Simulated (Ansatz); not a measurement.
`[CH3][Ge]([F])([SiH3])[Cl]` + H₂O → `[CH3][Ge]([OH])([F])[Cl]` + SiH₄ at 700 K and 1 bar (formal hydrolysis of a Ge–Si bond).

Computed with Ansatz on PBE0-D4/def2-TZVP structures; ΔE is electronic, products minus reactants. CCSD(T)/CBS is the MP2 limit (def2-TZVPP, def2-QZVPP) plus CCSD(T) − MP2 in def2-TZVPP, frozen cores. This one scheme is used for every species. For Ge outer-core shells are correlated without core-valence functions, which leaves a few kJ/mol of doubt a bond. Scalar relativity is left out up to krypton. One conformer a species, not always the lowest.

```
                     species  CCSD(T)/CBS energy (Eh)  H − E (kJ/mol)  S (J/(mol·K))
`[CH3][Ge]([F])([SiH3])[Cl]`              -2966.52107           264.4          537.3
                         H₂O                -76.37941            80.5          218.4
  `[CH3][Ge]([OH])([F])[Cl]`              -2751.44935           220.8          481.0
                        SiH₄               -291.46306           115.5          252.9
```

H − E and S are ideal-gas, rigid-rotor, harmonic terms from PBE0-D4/def2-TZVP, for one conformer and one mirror image of each species. 1 Eh = 2625.50 kJ/mol, R = 8.31446 J/(mol·K).

Q: By hand: ΔE, ΔH, ΔS and ΔG.

A: ΔE = (-2751.44935) + (-291.46306) − (-2966.52107) − (-76.37941) = -0.01193 Eh = -31.3 kJ/mol. Δ(H − E) = 220.8 + 115.5 − 264.4 − 80.5 = -8.6, so ΔH = -39.9 kJ/mol. ΔS = 481.0 + 252.9 − 537.3 − 218.4 = -21.8 J/(mol·K). ΔG = -39.9 − 700 × (-21.8)/1000 = -24.6 kJ/mol.

Q: By hand: the equilibrium constant, and the temperature at which ΔG would vanish if ΔH and ΔS stayed fixed.

A: log₁₀ K = −ΔG/(RT ln 10) = 1.8. ΔG = 0 at ΔH/ΔS = 1830 K.

TΔS isn't small against ΔH here. A doubt of 5 kJ/mol in ΔE shifts log₁₀ K by 0.4 here. Other conformers and mirror images would add mixing entropy, several J/(mol·K) or more a flexible species. These are equilibria of isolated gas molecules and say nothing of rates. Largest T1 diagnostic: 0.011 (customary marks: 0.02 for closed shells, 0.045 for open ones).
